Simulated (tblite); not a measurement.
Compound: C₆H₅FNS (doublet state).
Numbering: `[CH3:1][c:2]1[c:3]([F:4])[cH:5][n:6][cH:7][c:8]1[S:9]` (hydrogens: H10, H11, H12 on C1; H13 on C5; H14 on C7)

The geometry is computed with GFN2-xTB (gas phase). This method treats the open shell by occupation alone, without spin polarisation.

(1) What internal coordinates does the optimisation give?

## Answers

(1) 
```
                  bond  length (bohr)
                 C1–C2          2.815
                 C2–C3          2.622
                 C3–F4          2.544
                 C3–C5          2.622
                 C5–N6          2.496
                 N6–C7          2.472
                 C7–C8          2.662
                 C8–S9          3.234
                 C2–C8          2.662
C1–H10, C1–H11, C1–H12          2.057
                C5–H13          2.040
                C7–H14          2.041
```

Bonds in one row agree within 0.02 bohr and their mean is given. A selection of angles:
```
     angle  degrees
 C2–C1–H10    111.1
 C2–C1–H11    109.8
H10–C1–H11    109.4
H11–C1–H12    107.3
  C1–C2–C3    122.5
  C1–C2–C8    121.2
  C3–C2–C8    116.3
  C2–C3–F4    119.8
  C2–C3–C5    121.4
  F4–C3–C5    118.8
  C3–C5–N6    121.1
 C3–C5–H13    121.4
 N6–C5–H13    117.5
  C5–N6–C7    120.0
  N6–C7–C8    122.9
 N6–C7–H14    116.8
 C8–C7–H14    120.3
  C7–C8–S9    119.8
  C2–C8–C7    118.3
  C2–C8–S9    121.9
```

C2 (carbon bonded to 3 C) is planar (angles 122.5°, 121.2° and 116.3°, sum 360.0°, 0.00 Å off the plane of its three neighbours). The 5 C–C bonds span 1.387 Å (C2–C3, aromatic) to 1.490 Å (C1–C2, drawn single), a spread of 0.103 Å. C5 (carbon bonded to C, N and H) is planar (angles 121.4°, 121.1° and 117.5°, sum 360.0°, 0.00 Å off the plane of its three neighbours). C7 (carbon bonded to C, N and H) is planar (angles 122.9°, 120.3° and 116.8°, sum 360.0°, 0.00 Å off the plane of its three neighbours). Of the pairs four or more bonds apart, F4···H10 is among the closest relative to their van der Waals radii: 2.41 Å, 90 % of the sum of Bondi's values. C3 (carbon bonded to 2 C and F) is planar (angles 121.4°, 119.8° and 118.8°, sum 360.0°, 0.00 Å off the plane of its three neighbours). C8 (carbon bonded to 2 C and S) is planar (angles 121.9°, 119.8° and 118.3°, sum 360.0°, 0.00 Å off the plane of its three neighbours).

Point group: Cs (every atom within 0.08 Å of its image). Its GFN2-xTB frequencies are all real (lowest 65 cm⁻¹). 2 starts were optimised and ended at 0.00 and 0.07 kcal/mol (GFN2-xTB); the lowest of these is shown.
